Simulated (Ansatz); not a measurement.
`CC(C)COC(=O)CCCl` and `CCCCOC(=O)CCCl` differ in one atom or group.

Ansatz, PBE0-D4/def2-TZVP geometries, multiplicity 1. Each molecule was computed in one conformer, which needn't be the lowest.

```csv
property,`CC(C)COC(=O)CCCl`
LUMO energy (PBE0/def2-TZVPP) / eV,-0.04
size of the dipole moment (PBE/def2-TZVPP) / D,2.52
HOMO–LUMO gap (PBE0/def2-TZVPP) / eV,8.01
HOMO–LUMO gap (PBE/def2-TZVPP) / eV,5.31
HOMO–LUMO gap (ωB97M-V/def2-TZVPP) / eV,12.46
HOMO energy (PBE0/def2-TZVPP) / eV,-8.05
```

(1) What does the change do to each property? (An estimate is asked.)

Results:

(1) Ansatz gave: 
| property | `CCCCOC(=O)CCCl` | shift |
| --- | --- | --- |
| LUMO energy (PBE0/def2-TZVPP) / eV | 0.12 | 0.16 |
| size of the dipole moment (PBE/def2-TZVPP) / D | 2.60 | 0.08 |
| HOMO–LUMO gap (PBE0/def2-TZVPP) / eV | 8.29 | 0.28 |
| HOMO–LUMO gap (PBE/def2-TZVPP) / eV | 5.55 | 0.24 |
| HOMO–LUMO gap (ωB97M-V/def2-TZVPP) / eV | 12.76 | 0.30 |
| HOMO energy (PBE0/def2-TZVPP) / eV | -8.17 | -0.12 |

With PBE0 the HOMO falls by 0.12 eV and the LUMO rises by 0.16 eV, so the gap widens by about 0.28 eV. PBE moves the HOMO by -0.11 eV and ωB97M-V by -0.12 eV. Dipoles are sizes alone; their direction can turn.
